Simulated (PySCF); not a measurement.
C₂H₅ITe. Atoms are numbered in the order given.

```xyz
9

Te    -0.6612    -0.3606     0.9875
I      1.1371     0.9050    -0.6036
C     -1.1466    -1.9227    -0.4366
C     -1.8320    -1.4427    -1.6955
H     -1.7857    -2.5962     0.1591
H     -0.2055    -2.4528    -0.6397
H     -1.1951    -0.7392    -2.2532
H     -2.7821    -0.9352    -1.4736
H     -2.0452    -2.2968    -2.3596
```

Coordinates come from a PBE0-D3(BJ)/def2-SVP optimisation. The def2 effective core potentials stand for the cores of I, Te; spin–orbit coupling is left out. One conformer was computed; it need not be the lowest.

Calculation: PBE0-D3(BJ)/def2-SVP (PySCF).

Frequencies are harmonic and unscaled.

```tsv
mode	ν (cm⁻¹)	IR (km/mol)	moving atoms (share of kinetic energy)
1	68	0.0	C 48 %, H 33 %, I 11 %
2	115	0.4	H 43 %, C 41 %, I 10 %
3	207	3.4	I 50 %, Te 48 %
4	256	0.2	H 72 %, C 24 %
5	269	0.3	C 48 %, H 40 %, Te 12 %
6	500	2.5	C 71 %, H 21 %, Te 8 %
7	710	10.1	H 83 %, C 16 %
8	965	5.7	H 83 %, C 17 %
9	980	3.0	H 81 %, C 19 %
10	1080	0.6	C 69 %, H 31 %
11	1215	48.3	H 73 %, C 27 %
12	1243	2.0	H 78 %, C 22 %
13	1389	7.4	H 81 %, C 19 %
14	1432	4.5	H 87 %, C 13 %
15	1459	9.9	H 97 %
16	1470	4.1	H 96 %
17	3051	21.6	H 97 %
18	3079	3.0	H 94 %
19	3141	6.7	H 91 %, C 9 %
20	3154	1.9	H 91 %, C 9 %
21	3171	4.6	H 90 %, C 10 %
```
